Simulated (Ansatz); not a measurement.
`[O+]#[C][Ni-4]([PH3+])([C]#[O+])[C]#[O+]`. The species carries charge 0 and has multiplicity 1. Correlated methods include outer-core shells of Ni, which these sets cover unevenly. Scalar relativity is left out up to krypton.

```xyz
11

O     0.3367   -1.7642   -2.6189
C     0.0084   -1.1383   -1.7294
Ni   -0.5213   -0.1473   -0.3216
P     1.3069    0.3689    0.8069
C    -1.5774   -1.0740    0.8054
O    -2.2487   -1.6585    1.5115
C    -1.2696    1.4109   -0.8282
O    -1.7465    2.3903   -1.1509
H     1.2259    1.0776    2.0270
H     2.3092    1.1775    0.2247
H     2.1763   -0.6430    1.2734
```

Q: Give the diagnostics of a CCSD(T)/def2-TZVPP run (frozen core, Ansatz 0.2.0). (Best estimate.)

A: Ansatz gave: T1 = 0.0292, largest single amplitude 0.068, largest double 0.045, (T) share of the correlation energy 5.7 %, 18 CCSD cycles. The RHF solution is unstable towards an unrestricted one. T1 lies over the customary mark of 0.02 for closed shells; compounds of d metals often pass it without a breakdown.
